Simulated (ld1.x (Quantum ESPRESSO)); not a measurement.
# Ge (Z = 32), ultrasoft: configuration errors across variants

germanium, ultrasoft, made with ld1.x (Quantum ESPRESSO) 7.5 (LDA (PZ), scalar-relativistic). Core [Ar] 3d10, reference 4s2 4p2. Waves: 4s (bound): rcut 1.65, rcutus 1.80 bohr; 4s channel at 1.7 Ry: rcut 1.65, rcutus 1.80 bohr; 4p (bound): rcut 1.90, rcutus 2.35 bohr; 4p channel at 0.1 Ry: rcut 1.90, rcutus 2.35 bohr. Local part: all-electron potential smoothed inside 1.40 bohr (lloc = -1). Core correction: none. Augmentation charge: PSQ, radius 1.25 bohr.

All-electron excitation energies from the reference (eV): (1) 4s2 4p1 7.636; (2) 4s2 4p0 23.352; (3) 4s1 4p0 58.570; (4) 4s1 4p3 8.044; (5) 4s1 4p2 16.413; (6) 4s2 4p2.3 -0.928; (7) 4s0 4p4 16.359; (8) 4s2 4p2 spin -0.563; (9) 4s2 4p1 spin 7.451.

Spin tests fill each open shell by Hund’s rule, majority spin first.

2 further variants failed, have other tests or another functional or relativity, and are left out.

Errors AE − PS in meV (a dash: test not solved or not reliable):

```csv
change,(1),(2),(3),(4),(5),(6),(7),(8),(9),bound ghosts
base,+2.7,+29,+210,+13,+16,+0.3,+63,+80,+37,none
"waves 4p (bound): rcut 1.90, rcutus 3.60 bohr; 4p channel at 0.1 Ry: rcut 1.90, rcutus 3.60 bohr",–,–,–,–,–,–,–,–,–,none
local potential all-electron potential smoothed inside 2.40 bohr (lloc = -1),+2.7,+29,+210,+13,+16,+0.3,+62,+79,+37,none
"augmentation PSQ, inside the norm-conserving radii",+2.7,+31,+235,+8.7,+14,+0.2,+46,+71,+33,none
"wave 4p channel at 0.1 Ry: rcut 1.90, rcutus 2.35 bohr becomes 4p channel at -0.08 Ry: rcut 1.90, rcutus 2.35 bohr",+2.7,+29,+210,+13,+16,+0.3,+63,+80,+37,none
type TM; waves now 4s (bound): rc 1.80 bohr; 4p (bound): rc 2.35 bohr; local potential all-electron potential smoothed inside 1.85 bohr (lloc = -1),+4.5,+36,+262,+12,+24,+0.4,+55,+71,+35,none
```

**Question.** Give the same row for: core correction a·sin(br)/r model core inside 1.90 bohr.

**Answer.** -6.0, -43, -186, -0.7, -15, 0.0, +3.1, +27, +5.4; bound ghosts: none.
